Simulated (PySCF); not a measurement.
# Spinor energies of Mg (magnesium, neutral)

Start: [Ne] 3s2. Calculated with PySCF 2.14 in x2c-TZVPall-2c: generalised Hartree-Fock with the X2C-1e Hamiltonian and a Gaussian nucleus; one run each with spin-orbit coupling (SO) switched off, then screened by Boettger's factors. This is a chosen level, not necessarily the ground level.

```csv
spinor shell,electrons,"ε, spin-free (eV)","ε, screened SO (eV)",weight of nominal j (screened SO),"rms radius, screened SO (bohr)"
1s1/2,2,-1336.5,-1336.5,1.000,0.151
2s1/2,2,-102.85,-102.85,1.000,0.754
2p1/2,2,-62.043,-62.258,1.000,0.772
2p3/2,4,-62.043,-61.936,1.000,0.774
3s1/2,2,-6.894,-6.894,1.000,3.52
```

```tsv
quantity	spin-free	screened SO
E (hartree)	-199.91296	-199.91303
M_J	0	0
⟨J²⟩	0.000	0.000
⟨L²⟩	0.000	0.000
⟨S²⟩	0.000	0.000
```

Without spin-orbit coupling the j labels of p, d and f shells carry no meaning; the spin-free column gives the mean over the occupied spinors of each nl shell.
